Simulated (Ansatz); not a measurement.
| atom | x (Å) | y (Å) | z (Å) |
| --- | --- | --- | --- |
| Cr | 0.0000 | 0.0000 | -2.3400 |
| O | 0.0000 | 0.0000 | 0.0000 |
| Mn | 0.0000 | 0.0000 | 2.3400 |

Basis set: pcseg-2 (spherical functions). Some runs use density fitting. Charge 0, multiplicity 2.

Computed with Ansatz (development build ahead of 0.2.0); each method stands on the lowest determinant of its kind that the runs found.

The atomization energy at this shape (free ground-state atoms in the same class of orbitals less the molecule, no zero-point energy) of doublet CrMnO:

| method | atomization energy |
| --- | --- |
| PBE (unrestricted) | 4.72 eV |

Question: What does PBE0 (unrestricted) give?

Answer: 3.59 eV. Caution: another spin multiplicity may lie lower; the unrestricted determinant is a mixture of spin states.

The shape needn't be a minimum at these levels.
